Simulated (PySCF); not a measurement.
Compound: C5H7NO2Se.
Z-matrix (Å and degrees, PBE0-D3(BJ)/def2-SVP geometry), rows numbered from 1:
```
C 
O   1  1.4106
C   2  1.3354  1  116.48
C   3  1.4328  2  118.18  1  -179.96
C   4  1.3649  3  111.49  2  -179.89
O   5  1.3270  4  125.37  3   179.97
C   6  1.4056  5  117.56  4  -179.83
Se  5  1.8918  4  109.24  3    -0.04
N   3  1.3053  2  121.07  1     0.07
H   1  1.1013  2  111.12  3   -61.12
H   1  1.0969  2  106.30  3   179.02
H   1  1.1012  2  111.15  3    59.06
H   4  1.0884  3  124.04  2     0.12
H   7  1.1046  6  110.98  5    60.84
H   7  1.0965  6  107.16  5   179.90
H   7  1.1045  6  110.99  5   -61.00
```

Linear response at CAM-B3LYP/def2-SVPD (PySCF, frozen core in the response, non-relativistic). Relativistic effects, spin–orbit coupling among them, are left out although an element past zinc is present.

Static isotropic polarisability: 100.39 au (14.88 Å³), principal values 67.6, 97.0, 136.6 au.

Problem. What is the polarisability at 1064 nm and at the sodium D line?

Solution. 101.47 au at 1064 nm (+1.1 %), 104.12 au at 589.3 nm (+3.7 %). The rise at 589.3 nm is 3.44 times that at 1064 nm; a pure ω² law gives 3.26. The lowest singlet lies at 273 nm, shorter than both wavelengths.

Problem. What is the isotropic C6 coefficient between two such molecules, C6 = (3/π)∫α(iω)² dω?

Solution. 3941 au (Eh·bohr⁶) by a ten-point quadrature over imaginary frequencies, which is 2350 eV·Å⁶ or 227 J·nm⁶/mol.

Problem. Which effective excitation energy ω̄ makes London's formula C6 = (3/4)α²ω̄ exact here?

Solution. ω̄ = 4·C6/(3α²) = 0.521 Eh = 14.2 eV. A one-pole form α(ω) = α/(1 − ω²/ω̄²) fitted to the 1064 nm value gives 11.3 eV.

Problem. How many electrons N does the Slater–Kirkwood formula C6 = (3/4)·√N·α^(3/2) need to give this C6?

Solution. N = (4·C6/3)²/α³ = 27.3; the species has 94 electrons in all.

Problem. What molar refraction at the D line follows from R = (4π/3)·N_A·α′, with α′ the polarisability volume?

Solution. α′ = 15.43 Å³ gives R = 38.92 cm³/mol, for isolated, non-vibrating species.

Problem. The lowest 6 singlets have (eV, f): 4.54, 0.000; 5.29, 0.001; 5.41, 0.127; 5.75, 0.105; 6.06, 0.020; 6.40, 0.000. What share of the static polarisability do they carry in the sum over states α = Σ f/ω²?

Solution. 5.98 au, 6.0 % of α; the largest term, 3.21 au, is that of the state at 5.41 eV. Their oscillator strengths add up to 0.25. Higher states carry the rest.

One conformer stands for the species.
